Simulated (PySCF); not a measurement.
C3H2F3, SMILES C=[C]C(F)(F)F, multiplicity 2. Atoms are numbered in the order given.

```xyz
8

C     -0.0683    -2.2291     0.0000
C     -0.5602    -1.0064     0.0000
C     -0.0403     0.3803     0.0000
F     -0.4551     1.0604    -1.0916
F     -0.4551     1.0604     1.0916
F      1.3214     0.3969     0.0000
H     -0.7150    -3.1241     0.0000
H      1.0278    -2.4038     0.0000
```
Charge 0, spin multiplicity 2.

Coordinates come from a PBE-D3(BJ)/def2-SVP optimisation. The isomer is the one that the SMILES or the coordinates give; other isomers of the formula were not compared.

Two levels are set side by side: PBE/pcH-1 (PySCF) and B3LYP/pcH-1 (PySCF). Contact hyperfine couplings, same geometry. Differences are taken from unrounded values.

| quantity | B3LYP | PBE | PBE minus B3LYP |
|---|---|---|---|
| A(iso) of 13C, atom C1 (MHz) | -12.5 | -8.8 | 3.7 |
| A(iso) of 13C, atom C2 (MHz) | 353.0 | 321.6 | -31.4 |
| A(iso) of 13C, atom C3 (MHz) | 32.8 | 31.1 | -1.7 |
| A(iso) of 19F, atom F4 (MHz) | 4.6 | 2.0 | -2.7 |
| A(iso) of 19F, atom F5 (MHz) | 4.6 | 2.0 | -2.7 |
| A(iso) of 19F, atom F6 (MHz) | 126.8 | 112.7 | -14.1 |
| A(iso) of 1H, atom H7 (MHz) | 101.8 | 101.2 | -0.5 |
| A(iso) of 1H, atom H8 (MHz) | 171.8 | 170.5 | -1.3 |

Rough cost on one machine, each run with all the roots and properties that it gave: B3LYP against PBE within a factor of 2.
